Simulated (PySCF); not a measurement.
## Computed properties of Si(Cl)3(NH2) (Cl3H2NSi), SMILES N[Si](Cl)(Cl)Cl

Cl₃H₂NSi, SMILES N[Si](Cl)(Cl)Cl. The structure is a stationary point at B3LYP-D3(BJ)/def2-SVP. The values are those of a single conformer. All values are computed for the isolated molecule unless a solvent is named; none is compared with measurement here.

**Structure.** The optimised structure has Cs symmetry. All 15 harmonic modes at B3LYP-D3(BJ)/def2-SVP (PySCF) are real, so it is a minimum. With heavy atoms numbered as in [NH2:1][Si:2]([Cl:3])([Cl:4])[Cl:5], the shortest bond between them is N1–Si2 at 1.698 Å and the longest Si2–Cl5 at 2.069 Å.

**Vibrations.** The strongest infrared lines (harmonic, unscaled, degenerate partners summed) lie at 596 cm⁻¹ (238 km/mol, Si 67 %, Cl 31 %), 325 cm⁻¹ (161 km/mol, H 58 %, N 36 %), 917 cm⁻¹ (131 km/mol, N 47 %, Si 41 %, H 11 %). The softest mode is at 101 cm⁻¹ and the zero-point energy is 19.6 kcal/mol.

**Electronic structure.** B3LYP/def2-TZVP (PySCF) places the frontier levels at -8.08 and -0.38 eV, a gap of 7.70 eV, and gives a dipole moment of 2.47 D and a mean polarisability of 64.6 bohr³. PBE/def2-TZVP (PySCF) at the same geometry gives -6.87 and -1.10 eV, so its gap is 1.93 eV narrower. An orbital gap is neither the optical nor the fundamental gap.

**Excitations.** TDDFT-B3LYP/def2-SVPD (PySCF) has S1 at 6.45 eV (192 nm, f = 0.009, weak); the most intense of the 10 singlets computed lies at 7.67 eV (f = 0.07). T1 (TDA) is at 6.14 eV. TDDFT-PBE/def2-SVPD (PySCF) puts S1 at 5.71 eV. No vertical singlet excitation falls in the visible range (under 3.1 eV).

**NMR.** GIAO shifts at KT2/pcSseg-1 (PySCF) (non-relativistic, atoms alike by connectivity averaged): ¹H at 2.0 ppm against TMS; ²⁹Si at 3.6 ppm against TMS. Without spin–orbit terms, shifts of atoms bonded to Cl or Br come out too high.

**Solvation.** SMD-PBE0/6-31G* (PySCF) gives -4.0 kcal/mol in water, -6.8 kcal/mol in tetrahydrofuran, -7.4 kcal/mol in N,N-dimethylformamide (1 M in both phases, gas-phase geometry); of these solvents N,N-dimethylformamide holds the molecule best.
